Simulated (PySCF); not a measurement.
**Unknown compound**

The spectra below were simulated for a compound C3H7F2NOSi.

1H NMR (600 MHz, computed): δ 6.95 (m, 1H), 4.59 (br s, 1H), 4.57 (s, 3H), 2.67 (m, 2H).

13C{1H} NMR (computed): δ 176.1 (C), 122.7 (CH), 44.6 (CH2).

Single conformer, fast rotation and ring inversion assumed for equivalent nuclei, gas phase, no relativistic terms. Geometry from GFN2-xTB; PBE0/pcSseg-1 with gauge-including orbitals; PySCF 2.14.

Shifts are taken against calculated references (same method and geometry level): 1H (σ = 31.72 ppm) and 13C (σ = 186.93 ppm) against TMS.

What is the structure?

Answers


Rings plus π bonds: 1 (no ring in the answer). 3 carbon signals for 3 carbons: no two carbons are equivalent. Carbon types of the structure: 1 × C, 1 × CH, 1 × CH2, leaving 4 H on heteroatoms. δC 176.1: amide carbonyl carbon; lone-pair donation from the attached heteroatom keeps it upfield of a ketone carbonyl. δC 122.7: sp3 CH bonded to 2 F; 2 electronegative neighbours deshield it. δC 44.6: sp3 CH2 α to a carbonyl; α to the electron-withdrawing carbonyl group. δH 6.95: hydrogen on an sp3 CH bonded to 2 F; its carbon carries F, hence the downfield position. δH 4.59: hydrogen on an amide-type nitrogen; exchangeable, gas-phase position. δH 4.57: hydrogen on a silicon bonded to N. δH 2.67: hydrogen on an sp3 CH2 α to a carbonyl; α to C=O.

Structure: `O=C(CC(F)F)N[SiH3]`.

The data come from this structure; uniqueness wasn't tested.

Exchangeable OH/NH protons stand at their gas-phase positions; hydrogen bonding in a real sample shifts them, mostly to higher δ. Splittings by 19F in the carbon and heteronuclear signals aren't shown, as no couplings were computed. Shifts are as computed. Against solution values, carbons near 30 ppm lie about +3 ppm off and those near 130 ppm about +5 ppm. Of 1211 compounds with measured shifts, 218 miss one by over three times the rms of a fit or turn the order of signals round; such compounds aren't used in these exercises. Hydrogen bonding in solution deshields acid and N–H amide carbonyl carbons by as much as 10 ppm beyond these values. No couplings were computed; multiplicities are counted from neighbouring protons, with m where these are inequivalent, close in shift, in a saturated or five-membered ring or joined by F or P, and br s for small geminal =CH2 splittings.
